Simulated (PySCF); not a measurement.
## Static response to an electric field

Species: WS2(OH)2 (singlet state).
Geometry (PBE0-D3(BJ)/def2-SVP, Å), atoms numbered from 1 in this order:
```
atom  x, y, z in Å
W1     0.1556    0.0019    0.1112
S2     0.2775    0.0146    2.2409
S3     2.1550    0.0079   -0.6272
O4    -0.7410    1.5235   -0.4839
H5    -0.5788    2.4699   -0.4087
O6    -0.7224   -1.5381   -0.4662
H7    -0.5458   -2.4797   -0.3662
```

Level: B3LYP/def2-SVPD (PySCF), static field, nuclei fixed, core orbitals frozen in the response. The polarisability tensor in these axes (au):

```
x    95.10  -0.01 -14.92
y    -0.01  78.37   0.07
z   -14.92   0.07 108.36
```

Task: What are the eigenvalues, a third of the trace, and Δα (Δα² = ½Σ(αi − αj)² over the three pairs)?

Result: Principal values 78.37, 85.41 and 118.06 au; mean 93.95 au = 13.92 Å³ = 15.49 × 10⁻⁴⁰ C²·m²/J; Δα = 36.68 au (39 % of the mean).

Task: What is the dipole moment, and where does it point?

Result: (-1.31, 0.00, -0.96) D, 1.62 D in size, pointing from the negative to the positive side. Measured along this direction, the outermost atoms are S2 at the negative end and O4 and O6 at the positive end.

Task: Directions of the eigenvectors, and the extent of the frame along each?

Result: Largest value along (-0.54, 0.00, 0.84), where the nuclei span 3.43 Å; middle along (0.84, 0.00, 0.54), 2.34 Å; least along (0.00, 1.00, 0.00), 4.95 Å. The strongest response doesn't lie along the longest of the three spans.

Task: Find the Langevin capture rate constant for O2+ (31.990 u) meeting this molecule (281.901 u), k = 2.342 × 10⁻⁹ cm³/s × √(α in Å³ / reduced mass in u).

Result: The reduced mass is 28.73 u, so k = 1.63 × 10⁻⁹ cm³/s. The formula leaves out the permanent dipole, which adds to the capture rate.

Task: Refractivity n − 1 of an ideal gas of it at 298.15 K and 1 atm, from the electronic α?

Result: N = p/kT = 2.4615 × 10¹⁹ cm⁻³, so n − 1 = 2π × N × 13.92 × 10⁻²⁴ cm³ = 2153 × 10⁻⁶ at long wavelengths, for an ideal gas.

Task: In a dilute gas of rigid molecules at 500 K, how does the orientational term μ²/3kT compare with the electronic polarisability?

Result: In Gaussian units μ²/3kT = 12.71 Å³ against 13.92 Å³, a ratio of 0.91; the Debye molar polarisation (4π/3)N_A(α + μ²/3kT) is 67.2 cm³/mol, leaving out the vibrational part.

Isolated species at its PBE0-D3(BJ)/def2-SVP geometry, gas phase. Atoms past krypton carry effective core potentials; spin–orbit coupling is left out.
